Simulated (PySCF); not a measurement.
A calculated (LDA, PySCF 2.14, x2c-SVPall, the spin-free X2C one-electron Hamiltonian (Gaussian nucleus)) atom or ion has these occupied shells.

| shell | electrons | orbital energy (eV) | rms radius, mean of both spins (bohr) |
| --- | --- | --- | --- |
| 1s α | 1 | -2098.5 | 0.120 |
| 1s β | 1 | -2098.3 | 0.120 |
| 2s α | 1 | -196.69 | 0.567 |
| 2s β | 1 | -196.51 | 0.567 |
| 2p α | 3 | -148.33 | 0.544 |
| 2p β | 3 | -148.11 | 0.544 |
| 3s α | 1 | -34.412 | 1.87 |
| 3s β | 1 | -33.341 | 1.87 |
| 3p α | 1 | -24.774 | 2.16 |

**Question.** Name the element and its charge.

**Answer.** P²⁺ (phosphorus, charge +2), in [Ne] 3s2 3p1, 2P determinant.
